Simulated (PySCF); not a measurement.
**Two-dimensional NMR puzzle**

Compound of formula C4H3NO3. Correlations simulated from computed shifts and the bond graph:

HSQC (one-bond C–H):
| δH | δC |
| --- | --- |
| 9.26 | 172.3 |
| 8.65 | 153.8 |

HMBC (two and three bonds, from the bond graph; two-bond peaks within aromatic rings are usually weak or absent):
| δH | δC |
| --- | --- |
| 9.26 | 165.6, 153.8, 120.9 |
| 8.65 | 172.3, 165.6, 120.9 |

Carbons without hydrogens: δ 165.6, 120.9.

[PySCF: shieldings: GIAO PBE0/pcSseg-1; GFN2-xTB geometry; no solvent; a single conformation; no relativistic terms]

References, each an isolated molecule treated in the same way: $^{1}$H and $^{13}$C against TMS.

Exchangeable hydrogens are left out of these lists.

Problem. Which molecule is this?

Solution. `InChI=1S/C4H3NO3/c6-4(7)3-1-5-8-2-3/h1-2H,(H,6,7)`.

Atoms are numbered as in `[O:1]=[C:2]([OH:3])[c:4]1[cH:5][n:6][o:7][cH:8]1`. Hydrogens are named by the atom that carries them.

1. δC 172.3 is C8, an aromatic CH next to the ring oxygen (δH 9.26).
2. δC 165.6 is C2, a carboxylic acid carbon.
3. δC 153.8 is C5, an aromatic CH next to a ring nitrogen (δH 8.65).
4. δC 120.9 is C4, a substituted aromatic carbon.
5. HMBC from δH 9.26 reaches the proton-free carbons C2, C4.
6. HMBC from δH 8.65 reaches the proton-free carbons C2, C4.

The shifts were computed for this structure.

The OH or NH signal is concentration- and solvent-dependent in practice; the value given is the gas-phase one. Shifts are as computed. Against solution values, carbons near 30 ppm lie about +3 ppm off and those near 130 ppm about +5 ppm (rms about the fit 2.1 ppm; single classes can miss by 10 ppm). Of 1328 compounds with measured shifts, 309 miss one by over three times the rms of a fit or turn the order of signals round; such compounds aren't used in these exercises. Signals without a measured value on file couldn't be tested in this way; 1H shifts scatter by 0.2 ppm about their fit, and single ones miss by 0.5 ppm. The C=O carbon of an acid or of an amide with N–H lies up to 10 ppm further downfield in solution, through hydrogen bonding that the calculation lacks.
